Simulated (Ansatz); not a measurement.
Abridged output of a molecular run in Ansatz:

```
Functional definition: HF
1614 factors; integrals over basis functions are off by at most 1.2e-3 eV
mean field evaluation 1: about -57882.5787 eV, gradient 4.5e1 eV
mean field evaluation 2: about -57882.6974 eV, gradient 4.5e1 eV
mean field evaluation 4: about -57887.0468 eV, gradient 4.8e0 eV
mean field evaluation 8: about -57887.1178 eV, gradient 3.6e-1 eV
mean field evaluation 16: about -57887.1180 eV, gradient 6.5e-7 eV
mean field -57887.11801456 eV, -2127.3123497372 hartree, gradient 6.5e-7 eV, S^2 0.000000; 0 other end points of the search recorded, 0 dependent functions left out
13 core orbitals not correlated: weight in the atoms' cores, before any rotation towards them, 1.000 or more for the frozen orbitals, at most 0.000 for the correlated occupied ones
reference -57887.11801456 eV, -2127.3123497372 hartree; 19, 19 occupied and 238, 238 virtual orbitals, 1614 factors
second order -25.49391218 eV of doubles, -0.00000000 eV of singles
cycle   1  -25.55217211 eV  change   -5.8e-2 eV  update   1.2e-1
cycle   2  -26.22457125 eV  change   -6.7e-1 eV  update   3.7e-2
cycle   3  -26.37070771 eV  change   -1.5e-1 eV  update   1.9e-2
cycle   4  -26.36210378 eV  change    8.6e-3 eV  update   5.0e-3
cycle   5  -26.35794304 eV  change    4.2e-3 eV  update   2.6e-3
cycle   6  -26.35857423 eV  change   -6.3e-4 eV  update   8.6e-4
cycle   7  -26.35844193 eV  change    1.3e-4 eV  update   3.8e-4
cycle   8  -26.35828371 eV  change    1.6e-4 eV  update   1.4e-4
cycle   9  -26.35830480 eV  change   -2.1e-5 eV  update   6.4e-5
cycle  10  -26.35835157 eV  change   -4.7e-5 eV  update   2.7e-5
perturbative correction -0.98215001 eV, -0.0360933470 hartree
Total energy: -57914.45851614 eV, -2128.3170946381 hartree
```

Its atoms:

```xyz
12

B    -0.578    0.596    1.884
C     0.662   -0.132    1.404
Ga    0.094   -0.693   -0.424
C    -0.006    0.241   -2.130
F    -0.308   -2.411   -0.472
H    -1.454    0.006    2.452
H    -0.745    1.754    1.617
H     0.913   -1.083    1.876
H     1.540    0.484    1.190
H     0.490   -0.346   -2.905
H    -1.055    0.351   -2.414
H     0.446    1.232   -2.077
```

(1) Which basis set was used?
A. def2-SVPD
B. cc-pV(D+d)Z
C. def2-TZVPP
D. def2-SVP

(2) Write the keys of the input that set method, charge and spin (a neutral closed shell needs none for the last two).

## Answers

(1) C. It gives 270 functions.

(2) 
```yaml
correlation: {method: ccsd_t}
```
